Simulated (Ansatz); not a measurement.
ZnI₂⁺. Charge 1, multiplicity 2. Geometry r2SCAN-D4/def2-TZVP, that of the neutral singlet.

```xyz
3

Zn    0.000    0.000    0.000
I     1.328    0.768   -1.853
I    -1.328   -0.768    1.853
```

In the def2 sets I takes a core potential; there is no spin–orbit coupling. At PBE-D4/def2-TZVP the gap within one spin of the charge 1 doublet nearly closes, so an electron or hole may be smeared out by delocalisation error.

(1) Estimate the α-spin orbital energies around the gap (eV) in Ansatz with PBE-D4/def2-TZVP, r2SCAN-D4/def2-TZVP, PBE0-D4/def2-TZVP.

Results:

(1) 
```
orbital  PBE-D4/def2-TZVP  r2SCAN-D4/def2-TZVP  PBE0-D4/def2-TZVP
 HOMO−5            -14.60               -14.85             -15.78
 HOMO−4            -13.48               -13.80             -14.57
 HOMO−3            -12.87               -13.28             -14.12
 HOMO−2            -12.59               -12.99             -13.84
 HOMO−1            -12.35               -12.66             -13.54
   HOMO            -12.04               -12.35             -13.23
   LUMO             -7.77                -7.51              -6.88
 LUMO+1             -6.42                -6.13              -5.65
 LUMO+2             -6.24                -5.96              -5.48
 LUMO+3             -3.47                -2.83              -2.81
 LUMO+4             -3.22                -2.26              -2.53
 LUMO+5             -2.23                -1.66              -1.30
 β HOMO            -11.88               -12.18             -12.64
 β LUMO            -11.88               -11.95             -11.49
```
